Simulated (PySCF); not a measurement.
## EPR parameters of C6H9O

Compound: C6H9O (doublet state).
Z-matrix (Å and degrees, GFN2-xTB geometry), rows numbered from 1:
```
C 
C   1  1.3214
C   2  1.5191  1  123.96
C   3  1.4769  2  106.52  1   113.66
C   4  1.4748  3  121.85  2   -96.01
C   3  1.5135  2  104.32  1  -124.71
O   6  1.1978  3  125.89  2  -100.14
H   1  1.0775  2  122.19  3     3.55
H   1  1.0769  2  121.48  3  -176.13
H   2  1.0805  1  121.26  3   176.03
H   3  1.0935  2  109.09  1    -7.36
H   4  1.0759  3  117.66  2    74.36
H   5  1.0978  4  111.42  3    84.17
H   5  1.0901  4  111.28  3   -35.21
H   5  1.0885  4  110.69  3  -156.83
H   6  1.1085  3  112.53  2    75.63
```

The hyperfine couplings belong to this conformer and change with its torsions.

Identity: `C=C[C@@H]([CH]C)C=O` [radical].

The calculation used UKS B3LYP, pcH-1 on C H O, non-relativistic, mean-field spin-orbit, GIAO in PySCF 2.14.0. The structure is a single GFN2-xTB conformer in the gas phase; no vibrational or solvent corrections. GFN2-xTB frequencies show an imaginary mode (37i cm⁻¹), so this geometry is no minimum at that level. A GFN2-xTB geometry isn't a minimum of the functional, and hyperfine couplings can be far from their values at a DFT geometry. The SCF solution wasn't tested for stability.

```
g1, g2, g3                      : 2.00226, 2.00271, 2.00277
g_iso                           : 2.00258
Form of g                       : close to axial: the two nearest values differ by 12 % of g3 − g1
⟨S²⟩                            : 0.7545 (exact 0.7500)
HOMO–LUMO gap, α and β orbitals : 4.15, 5.30 eV
```

Hyperfine couplings atom by atom, in G; T1 to T3 are the principal values of the dipolar part (MHz turned into gauss with g_iso; 10 G = 1 mT):

```
atom  isotope  a_iso     T1     T2    T3  Mulliken spin population
  C1      13C    2.8   -2.1   -1.7   3.7                      0.07
  C2      13C   23.3   -3.1   -0.9   4.0                      0.00
  C3      13C  -10.1   -0.7    0.0   0.7                     -0.07
  C4      13C   33.2  -28.5  -28.2  56.7                      1.00
  C5      13C  -11.8   -0.8    0.0   0.7                     -0.09
  C6      13C   10.5   -1.2   -1.1   2.3                      0.02
  O7      17O   -0.1   -0.7    0.0   0.7                      0.00
  H8       1H   -1.0   -0.8   -0.2   0.9                      0.00
  H9       1H    0.4   -1.1   -0.4   1.4                      0.00
 H10       1H   -0.4   -1.4   -0.9   2.3                      0.00
 H11       1H    3.6   -1.8   -1.3   3.1                      0.00
 H12       1H  -22.2  -13.5   -0.1  13.6                     -0.04
 H13       1H   55.0   -1.8   -1.1   3.0                      0.07
 H14       1H   13.9   -1.6   -1.5   3.1                      0.02
 H15       1H   13.2   -1.7   -1.6   3.2                      0.01
 H16       1H    1.9   -0.7   -0.6   1.4                      0.00
```

The Mulliken spin populations are largest on C4 (+1.00), C5 (-0.09), C3 (-0.07) and C1 (+0.07). C4 is the only atom above +0.15. The angles at C4 add up to 359.3°, so it is planar; its axial dipolar tensor and the negative coupling of its proton fit spin in a p orbital normal to that plane.

Axes: g3 points within 10° of the C4–H12 bond.

Under fast tumbling the dipolar parts average out, and these isotropic splittings remain (the largest six): 3 × 1H (H13/H14/H15, I = 1/2, 4 lines) with 2.73 mT, 1 × 1H (H12, I = 1/2, 2 lines) with 2.22 mT, 1 × 1H (H11, I = 1/2, 2 lines) with 0.36 mT, 1 × 1H (H16, I = 1/2, 2 lines) with 0.19 mT, 1 × 1H (H8, I = 1/2, 2 lines) with 0.10 mT and 1 × 1H (H9, I = 1/2, 2 lines) with 0.04 mT.

Means are taken over nuclei equivalent by connectivity, which assumes that they swap fast. The three 1H nuclei of mean +76.6 MHz run from 36.9 to 154.0 MHz in the frozen geometry.

The 13C coupling of C4 (93.1 MHz) shows only in satellite lines or after enrichment, since that isotope makes up about 1.07 % of natural carbon.
